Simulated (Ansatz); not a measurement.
Consider the formal exchange of groups at a B–C bond: `BBCC` + `COC` → `BBCOC` + `CC`.

Calculated with Ansatz (gas phase, PBE0-D4/def2-TZVP geometries, no zero-point term in ΔE). CCSD(T)/CBS is the MP2 limit (def2-TZVPP, def2-QZVPP) plus CCSD(T) − MP2 in def2-TZVPP, frozen cores. This one scheme is used for every species. Functionals use def2-TZVPP. Each species was taken in one conformer, which may not be the lowest.

`BBCC`:

Z-matrix (Å, degrees):
```
C
B 1 1.563
C 1 1.523 2 118.3
H 1 1.101 2 106.5 3 -125.5
H 1 1.101 2 106.4 3 125.4
B 2 1.639 1 129.0 3 -0.1
H 2 1.210 1 115.9 3 179.9
H 3 1.093 1 111.1 2 59.7
H 3 1.093 1 111.1 2 -59.7
H 3 1.093 1 112.2 2 180.0
H 6 1.201 2 122.2 1 -91.6
H 6 1.201 2 122.2 1 91.6
```

`COC`:

Cartesian coordinates in Å:
```
C -0.368 0.003 -1.101
O -0.792 -0.101 0.228
C 0.275 -0.015 1.128
H 0.128 0.966 -1.293
H -1.250 -0.072 -1.738
H 0.332 -0.803 -1.367
H 0.801 0.947 1.041
H -0.132 -0.105 2.135
H 1.006 -0.821 0.967
```

`BBCOC`:

```xyz
13

B     2.034    1.440   -1.257
B     1.287    0.584   -0.077
C    -0.150   -0.019   -0.098
O    -0.498   -0.703    1.080
C    -1.792   -1.233    1.028
H     2.725    0.913   -2.086
H     1.990    2.638   -1.301
H     1.944    0.410    0.919
H    -0.871    0.796   -0.304
H    -0.239   -0.685   -0.978
H    -1.980   -1.743    1.973
H    -2.547   -0.444    0.894
H    -1.902   -1.954    0.205
```

`CC`:

Z-matrix (Å, degrees):
```
C
C 1 1.519
H 1 1.093 2 111.4
H 1 1.093 2 111.4 3 120.0
H 1 1.093 2 111.4 3 -120.0
H 2 1.093 1 111.4 3 180.0
H 2 1.093 1 111.4 3 -60.0
H 2 1.093 1 111.4 3 60.0
```

| level | ΔE (eV) |
| --- | --- |
| PBE | -0.06 |
| MP2/CBS(def2) | -0.02 |

(1) What does CCSD(T)/CBS give? (An estimate is asked.)

Largest T1 diagnostic among the species: 0.012.

## Answers

(1) The calculation gave: -0.02 eV. The listed levels differ from it by -0.04, 0.00 eV.
